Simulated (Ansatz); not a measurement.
C2F5, SMILES F[C](F)C(F)(F)F, multiplicity 2.

Geometry optimised at PBE0-D3(BJ)/def2-SVP. The isomer is the one that the SMILES or the coordinates give; other isomers of the formula were not compared.

Two levels are set side by side: PBE/def2-TZVPD (Ansatz, a quantum-chemistry and plane-wave program) and PBE0/def2-TZVPD (Ansatz). Energy differences of separate SCF runs at the same geometry; the states with an electron removed or added have multiplicity 1 and 1. Differences are taken from unrounded values.

```json
[
 {"quantity": "vertical ionisation energy (eV)", "PBE0": "10.64"},
 {"quantity": "vertical electron affinity (eV)", "PBE0": "0.47"}
]
```

Problem. What does PBE give, and how far is it from PBE0? (An estimate is asked for; the answer gives what the named calculation found.)

Solution. 
```json
[
 {"quantity": "vertical ionisation energy (eV)", "PBE": "10.13", "PBE minus PBE0": "-0.51"},
 {"quantity": "vertical electron affinity (eV)", "PBE": "0.52", "PBE minus PBE0": "0.04"}
]
```
